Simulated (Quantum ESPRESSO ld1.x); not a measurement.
Mo17+, 25 electrons, occupied as [Ar] 3d7 (the NIST ground configuration). Calculated with ld1.x of Quantum ESPRESSO 7.5: scalar-relativistic Kohn-Sham, LDA (Slater exchange, Perdew-Zunger correlation), spin-polarised, spherical densities, point nucleus; open shells are filled with parallel spins first.

Normalised radial functions P(r) = r R(r), r in bohr:

r         3p down
0.00234    0.0061
0.002617   0.0075
0.002927   0.0091
0.003274   0.0112
0.003662   0.0137
0.004064   0.0165
0.004545   0.0202
0.005084   0.0247
0.005686   0.0301
0.00636    0.0368
0.007114   0.0448
0.007957   0.0545
0.0089     0.0663
0.009955   0.0804
0.01113    0.0973
0.01245    0.1174
0.01393    0.1413
0.01558    0.1695
0.01743    0.2025
0.01949    0.2409
0.0218     0.2851
0.02439    0.3356
0.02728    0.3924
0.03051    0.4554
0.03413    0.5242
0.03817    0.5975
0.04235    0.6682
0.04737    0.7447
0.05299    0.8179
0.05927    0.8832
0.06629    0.9349
0.07415    0.9660
0.08294    0.9690
0.09277    0.9361
0.1038     0.8598
0.1161     0.7342
0.1298     0.5559
0.1452     0.3253
0.1624     0.0480
0.1817    -0.2650
0.2032    -0.5965
0.2273    -0.9244
0.2542    -1.2236
0.2843    -1.4686
0.318     -1.6371
0.3557    -1.7142
0.3979    -1.6945
0.4415    -1.5950
0.4938    -1.4159
0.5523    -1.1862
0.6178    -0.9346
0.691     -0.6892
0.7729    -0.4729
0.8644    -0.2997
0.9669    -0.1740
1.081     -0.0917
1.21      -0.0434
1.353     -0.0182

3p down: eigenvalue -828.45 eV, 1 radial node at r = 0.165 bohr, <r> = 0.410 bohr, 90 % of the charge inside 0.615 bohr.
